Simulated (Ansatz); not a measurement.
Basis-set extrapolation for CH$_{3}$BO$_{2}$ (`OB1CO1`) (PBE0-D4/def2-TZVP geometry, frozen core, Ansatz). Multiplicity 1, RHF reference.

```json
{"": "HF", "def2-TZVPP": "-214.156513", "def2-QZVPP": "-214.166768"}
{"": "MP2 correlation", "def2-TZVPP": "-0.731497", "def2-QZVPP": "-0.786533"}
{"": "CCSD(T) correlation", "def2-TZVPP": "-0.775010", "def2-QZVPP": "not run"}
```

Energies in hartree. Use E(X) = E(∞) + A·exp(−7.88·√X) for Hartree–Fock and E(X) = E(∞) + B·X^(−2.97) for correlation, with X = 3 and 4, and add CCSD(T) minus MP2 of the smaller set to the MP2 limit.

**Question.** What is the CCSD(T) energy at the basis-set limit?

**Answer.** HF limit: -214.166768 + (-0.010255) × 0.13774 = -214.16818. MP2 limit: -0.786533 + (-0.055036) × 0.74074 = -0.82730. Higher-order term: -0.775010 − (-0.731497) = -0.04351. Total: -215.03899 hartree, 2.92 eV below CCSD(T)/def2-TZVPP.
